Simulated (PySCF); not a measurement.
C₃HBrF₂, SMILES FC(F)=C=CBr. The structure is a stationary point at PBE-D3(BJ)/def2-SVP.

Task: Give the equilibrium geometry at PBE-D3(BJ)/def2-SVP (PySCF confirms it by a frequency run) as Cartesian coordinates in Å, and its point group. (Estimate from the structure and the level; the computed values follow.)

Result: point group Cs.
```xyz
7

F     -2.8218    -0.2409     1.0888
C     -2.1117     0.0259     0.0000
F     -2.8218    -0.2409    -1.0888
C     -0.8858     0.5102     0.0000
C      0.3482     0.9514     0.0000
Br     1.8873    -0.1887     0.0000
H      0.6345     2.0163     0.0000
```
